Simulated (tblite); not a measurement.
Run record: tight-binding relaxation, `C=CC[C@H]1COBB(Cl)O1`.

Computed with GFN2-xTB geometry optimisation, gas phase (tblite 0.8.0). Start geometry: from a force field or distance geometry. The command runs a driver script over a list of jobs; the input below is this job's line of settings and its coordinates in Å.

Command:
```bash
OMP_NUM_THREADS=1 python probes_run.py task.json out
```

Input:
```
{"job": {"kind": "relax", "xc": "GFN2-xTB", "basis": "xTB"}, "charge": 0, "multiplicity": 1}
C     -3.440600     0.073500     0.176300
C     -2.182600    -0.324900     0.199000
C     -1.050400     0.598600    -0.175400
C      0.315100    -0.064400    -0.058100
C      1.457500     0.880900    -0.584400
O      2.480900     1.146400     0.353600
B      3.030400    -0.126200     0.853400
B      1.843900    -1.088300     1.453500
Cl     2.012900    -2.931200     1.421200
O      0.510000    -0.456000     1.313800
H     -3.708000     1.084900    -0.129500
H     -4.248300    -0.609300     0.460200
H     -1.965100    -1.346800     0.528700
H     -1.086600     1.501600     0.471300
H     -1.219000     0.932100    -1.230200
H      0.287900    -0.982800    -0.682600
H      1.901600     0.452100    -1.515400
H      1.032000     1.856800    -0.898400
H      4.018700    -0.587800     0.412700
```

Output:
```
step      E/eV     max force
  0    -827.93975    2.589
  1    -828.22852    1.537
  2    -828.39365    1.584
  3    -828.48574    1.158
  4    -828.66539    0.907
  5    -828.74388    1.151
  6    -828.96111    1.247
  7    -829.08056    1.163
  8    -829.32566    1.380
  9    -829.43404    1.176
... (113 lines left out)
123    -830.41350    0.017
124    -830.41359    0.019
125    -830.41368    0.019
126    -830.41377    0.021
127    -830.41384    0.020
128    -830.41390    0.017
129    -830.41394    0.013
130    -830.41399    0.014
131    -830.41401    0.012
132    -830.41403    0.008
```

«max force» is the largest atomic force in eV/Å.

Question: From which step on does the largest force stay under 0.1 eV/Å, and how much energy is left to gain from there?

Answer: From step 110 (0.074 eV/Å), 5.4 meV above the end.

Summary of the converged run: energy lowered by 57.1 kcal/mol over 132 steps; largest atomic force 0.008 eV/Å at the end.

Question: Give the final coordinates.

Answer: 0.859 Å rms from the input after alignment:
```
atom  x, y, z in Å
C1    -3.3001   -0.2454   -0.3596
C2    -2.2072   -0.2049    0.3777
C3    -1.0770    0.7514    0.1556
C4     0.2411   -0.0007   -0.0776
C5     1.3547    0.9599   -0.5136
O6     2.6023    0.3151   -0.6793
B7     2.9955   -0.6588    0.1520
B8     1.8643   -1.0566    1.3498
Cl9    2.0710   -1.8304    2.8908
O10    0.5896   -0.6799    1.1169
H11   -3.4562    0.4338   -1.1824
H12   -4.0904   -0.9504   -0.1688
H13   -2.0635   -0.8929    1.1990
H14   -0.9541    1.3793    1.0420
H15   -1.2831    1.3913   -0.7035
H16    0.0997   -0.7579   -0.8636
H17    1.0958    1.4127   -1.4751
H18    1.4654    1.7531    0.2368
H19    4.0426   -1.1095   -0.1277
```

On AMD EPYC 9B45, one thread, shared host with 96 logical CPUs at a one-minute load of 18, this took 0.81 s of wall time.
Labels such as C1 count atoms from 1, the log's own numbers from 0.
